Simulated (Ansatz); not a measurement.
Input for Ansatz (a program for electronic structure): R-PBE/def2-TZVPPD on CH3Br (SMILES CBr) with ghost functions, monomers drawn apart or pushed together. Files ending in .json are basis or fitting sets from the Basis Set Exchange.

Ansatz 0.2 input:
```yaml
crystal:
  periodic: [false, false, false]
  atoms:
    - {symbol: C, position_ang: [1.37468408, -0.11355572, 4.85008340]}
    - {symbol: Br, position_ang: [3.10386766, -0.25665132, 3.92672341]}
    - {symbol: H, position_ang: [1.44788763, 0.72116228, 5.53783144]}
    - {symbol: H, position_ang: [1.21538501, -1.04796981, 5.37596421]}
    - {symbol: H, position_ang: [0.62501977, 0.05312017, 4.08440990]}
basis:
  gaussian:
    orbitals: def2-TZVPPD.json
    ghost_atoms:
      - {symbol: O, position_ang: [-0.16628494, 0.15741718, 0.82802201]}
      - {symbol: H, position_ang: [0.75648328, -0.03766400, 1.03932364]}
      - {symbol: H, position_ang: [-0.13800862, 0.95276753, 0.28652938]}
hamiltonian:
  xc: {name: PBE}
scf: {lower_state_search: off}
```

The log:

```
WARN ansatz: RAYON_NUM_THREADS=1 ignored (pool sized by the plan → 1); use --threads N
Functional definition: PBE
these checks for a lower state are left out or cut short: stability, starts, cluster_reference, orbital_swaps, neighbouring_geometries, increment
integrals: 0.12 GiB planned
1057 factors; their error is unknown
mean field: 0.85 GiB planned
mean field evaluation 1: about -71113.5580 eV, gradient 5.6e1 eV
mean field evaluation 2: about -71100.1839 eV, gradient 8.3e1 eV
mean field evaluation 4: about -71120.6330 eV, gradient 4.4e0 eV
mean field evaluation 8: about -71120.6793 eV, gradient 3.4e-2 eV
mean field evaluation 16: about -71120.6606 eV, gradient 1.2e-5 eV
mean field -71120.66061236 eV, -2613.6360701891 hartree, gradient 5.5e-6 eV, S^2 0.000000; 0 other end points of the search recorded, 0 dependent functions left out
reference -71120.66066382 eV, -2613.6360720800 hartree; 22, 22 occupied and 197, 197 virtual orbitals, 1057 factors
Total energy: -71120.66066382 eV, -2613.6360720800 hartree
Checks for a lower state left out: stability, starts, cluster_reference, orbital_swaps, neighbouring_geometries, increment
```

Self-consistency was reached.

Cost: very roughly 2.8 core-seconds.
